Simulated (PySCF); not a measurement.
A side-by-side comparison of computed properties.

First species: C₃H₁₀F₂N₂Si.
SMILES: `N[Si@@H](C(F)F)N(C)C`

Second species: Methyl formate, C2H4O2.
SMILES: `COC=O`

Levels: CAM-B3LYP/def2-SVPD for dipole moment, HOMO energy, LUMO energy, HOMO–LUMO gap, static isotropic polarisability and electronic spatial extent ⟨r²⟩ about the centre of nuclear charge; TDDFT CAM-B3LYP/def2-SVPD for lowest singlet excitation; TDA CAM-B3LYP/def2-SVPD for lowest triplet excitation (Tamm–Dancoff); GFN2-xTB for rotational constant A and rotational constant C. Geometries: GFN2-xTB. Each species is one conformer at its optimised geometry, gas phase, non-relativistic unless stated; the electronic structure was computed with PySCF and density fitting.

The conformers computed, where there is a choice (atom-mapped SMILES and torsion angles):
- `[CH3:1][N:2]([CH3:3])[Si@@H:4]([NH2:5])[CH:6]([F:7])[F:8]`: C1–N2–Si4–N5 81°, N2–Si4–C6–F7 169°, H–N5–Si4–N2 151°, H–N5–Si4–N2 -61°
- `[CH3:1][O:2][CH:3]=[O:4]`: C1–O2–C3–O4 0°

Question: Which of the two has the higher rotational constant C, and by how much?

Answer: The second: 5.263 GHz against 0.940 GHz, a difference of 4.323 GHz.

Question: Which has the higher static isotropic polarisability?

Answer: The first: 79.6 au against 33.3 au, a difference of 46.3 au.

Question: Which of the two has the higher ⟨r²⟩, and by how much?

Answer: The first: 1318 bohr² against 257 bohr², a difference of 1061 bohr².

Question: Which has the higher T1 energy?

Answer: The first: 5.84 eV against 5.46 eV, a difference of 0.38 eV.

Question: Which has the higher LUMO energy?

Answer: The second: 1.18 eV against 0.98 eV, a difference of 0.20 eV.

Question: Which has the higher dipole moment?

Answer: The first: 2.73 D against 2.10 D, a difference of 0.63 D.

Question: Which of the two has the higher rotational constant A, and by how much?

Answer: The second: 21.068 GHz against 2.614 GHz, a difference of 18.454 GHz.

Question: Which of the two has the higher HOMO–LUMO gap, and by how much?

Answer: The second: 11.15 eV against 9.02 eV, a difference of 2.13 eV.

On the first: The polarisability is 11.79 Å³ as a volume (1 au = 0.148185 Å³), or 1.08 au for each of the 74 electrons. The vertical singlet–triplet gap S1 − T1 is 0.22 eV (TDDFT singlet less Tamm–Dancoff triplet; S1: HOMO→LUMO, weight 0.82; T1: HOMO→LUMO, weight 0.76).

On the second: The polarisability is 4.94 Å³ as a volume (1 au = 0.148185 Å³), or 1.04 au for each of the 32 electrons. The principal polarisabilities are 26.0, 33.7 and 40.3 au; their mean is the isotropic value.
